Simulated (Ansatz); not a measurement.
Reaction (atomization): `C[B]([SiH3])[SnH3]` → B• + C• + 9 H• + Si• + Sn•

Program: Ansatz. Geometries: PBE0-D4/def2-TZVP. ΔE: electronic, gas phase. CCSD(T)/CBS is the MP2 limit (def2-TZVPP, def2-QZVPP) plus CCSD(T) − MP2 in def2-TZVPP, frozen cores. This one scheme is used for every species, atoms too. Functionals use def2-TZVPP. Open shells (•) are unrestricted, without spin–orbit coupling. Spin–orbit coupling would lower the free atoms: a little for B, C, Si; strongly for Sn. Elements past krypton have def2 core potentials. Bonds to Sn are less sure, by a few kJ/mol each and by 10 to 20 or more in all where they break to atoms, as the def2 sets lack core-valence functions.

`C[B]([SiH3])[SnH3]`:

Cartesian coordinates in Å:
```
C -0.156 -1.103 1.426
B 0.039 -0.104 0.255
Si 1.659 1.081 0.108
Sn -1.497 0.006 -1.404
H 0.389 -0.864 2.343
H -1.184 -1.384 1.660
H 0.324 -2.019 1.031
H 2.143 1.217 -1.294
H 2.805 0.666 0.968
H 1.215 2.435 0.560
H -3.029 -0.596 -0.927
H -0.983 -0.933 -2.742
H -1.726 1.598 -1.987
```

```json
{"level": "PBE-D4", "ΔE (kcal/mol)": "942.8", "difference from CCSD(T)/CBS": "-2.3"}
{"level": "PBE0-D4", "ΔE (kcal/mol)": "939.6", "difference from CCSD(T)/CBS": "-5.5"}
{"level": "ωB97X-V", "ΔE (kcal/mol)": "950.7", "difference from CCSD(T)/CBS": "5.6"}
{"level": "B2PLYP", "ΔE (kcal/mol)": "929.9", "difference from CCSD(T)/CBS": "-15.2"}
{"level": "PBE", "ΔE (kcal/mol)": "936.1", "difference from CCSD(T)/CBS": "-9.0"}
{"level": "CCSD/def2-TZVPP", "ΔE (kcal/mol)": "915.8", "difference from CCSD(T)/CBS": "-29.3"}
{"level": "MP2/def2-QZVPP", "ΔE (kcal/mol)": "927.1", "difference from CCSD(T)/CBS": "-18.0"}
{"level": "SCS-MP2/def2-QZVPP", "ΔE (kcal/mol)": "936.4", "difference from CCSD(T)/CBS": "-8.7"}
{"level": "HF/CBS(def2)", "ΔE (kcal/mol)": "718.4", "difference from CCSD(T)/CBS": "-226.7"}
{"level": "CCSD/CBS(def2)", "ΔE (kcal/mol)": "935.8", "difference from CCSD(T)/CBS": "-9.3"}
{"level": "CCSD(T)/CBS", "ΔE (kcal/mol)": "945.1", "difference from CCSD(T)/CBS": "0"}
```

Largest T1 diagnostic among the species: 0.014.

The D4 term adds +10.7 kcal/mol with B3LYP and +5.7 kcal/mol with PBE0; it sums over pairs of atoms, weighted by their polarisabilities, and B3LYP, whose exchange is more repulsive, gets the larger term. In def2-TZVPP, CCSD(T) changes the Hartree–Fock value by +207.7 kcal/mol (the triples alone add +9.2 kcal/mol) and MP2 by +197.9 kcal/mol; breaking electron pairs costs correlation energy, which Hartree–Fock lacks.

B3LYP here is the variant with VWN-RPA as its local correlation; programs differ in this.

For atomizations the MP2-based limit and the directly extrapolated one differ by several kJ/mol either way, and by 10 to 25 for some Ge, Se and Sn compounds, so smaller differences from it don't rank the levels.
